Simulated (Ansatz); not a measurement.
`[CH3][Sb]([NH2])[SiH3]` + H₂O → `[CH3][Sb]([NH2])[OH]` + SiH₄  (formal hydrolysis of the Sb–Si bond)

Isolated molecules relaxed with PBE0-D4/def2-TZVP in Ansatz; ΔE leaves out vibrations. CCSD(T)/CBS adds triple-zeta CCSD(T) − MP2 to the extrapolated MP2 energy (def2 sets, frozen cores). This one scheme is used for every species. DFT in def2-TZVPP. B3LYP here is the variant with VWN-RPA as its local correlation; programs differ in this. def2 core potentials past Kr. For Sb outer-core shells are correlated without core-valence functions, which leaves a few kJ/mol of doubt a bond. Each species was taken in one conformer, which may not be the lowest.

```csv
level,ΔE (kJ/mol)
r2SCAN-D4,-7.1
B3LYP-D4,-7.5
MP2/def2-TZVPP,-4.3
HF/def2-QZVPP,-23.8
MP2/def2-QZVPP,-5.6
SCS-MP2/def2-QZVPP,-13.3
MP2/CBS(def2),-4.5
CCSD/CBS(def2),-6.4
```

**Question.** What does CCSD(T)/CBS give? (Estimate.)

**Answer.** The calculation gave: -5.0 kJ/mol. The listed levels differ from it by -2.1, -2.5, 0.7, -18.8, -0.6, -8.3, 0.5, -1.4 kJ/mol.

Largest T1 diagnostic among the species: 0.014.

In def2-TZVPP, CCSD(T) changes the Hartree–Fock value by +15.6 kJ/mol (the triples alone add +1.4 kJ/mol) and MP2 by +16.0 kJ/mol. The D4 term adds +7.7 kJ/mol with B3LYP and +4.5 kJ/mol with PBE0; it sums over pairs of atoms, weighted by their polarisabilities, and B3LYP, whose exchange is more repulsive, gets the larger term.
